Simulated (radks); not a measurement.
Results of a calculation; reference values are marked as such.
Orbital eigenvalues (eV) of the lutetium ion Lu57+, [Ne] 3s2 3p2, at several levels of relativity; Dirac values are averaged over j with weights 2j + 1. Spin-unpolarised spherical Kohn-Sham, PBEsol, point nucleus unless stated (finite: rms radius 5.37 fm), a radial shooting solver on a logarithmic mesh with Libxc functionals. A level marked "c x" has the speed of light scaled by that factor and shares open shells by 2j + 1; other Dirac levels either fill j = l - 1/2 first or share by 2j + 1.

1s: non-rel. -62839; scalar-rel., finite nucleus -67674; Dirac, 2j+1 shares -67628; Dirac, 2j+1 shares, finite nucleus -67607; change of magnitude, last against first (%) +7.59
2s: non-rel. -13688; scalar-rel., finite nucleus -15030; Dirac, 2j+1 shares -15019; Dirac, 2j+1 shares, finite nucleus -15016; change of magnitude, last against first (%) +9.71
2p: non-rel. -13333; scalar-rel., finite nucleus -13774; Dirac, 2j+1 shares -13823; Dirac, 2j+1 shares, finite nucleus -13823; change of magnitude, last against first (%) +3.68
3s: non-rel. -5640.7; scalar-rel., finite nucleus -6056.5; Dirac, 2j+1 shares -6054.0; Dirac, 2j+1 shares, finite nucleus -6053.2; change of magnitude, last against first (%) +7.31
3p: non-rel. -5508.2; scalar-rel., finite nucleus -5682.4; Dirac, 2j+1 shares -5695.0; Dirac, 2j+1 shares, finite nucleus -5695.0; change of magnitude, last against first (%) +3.39
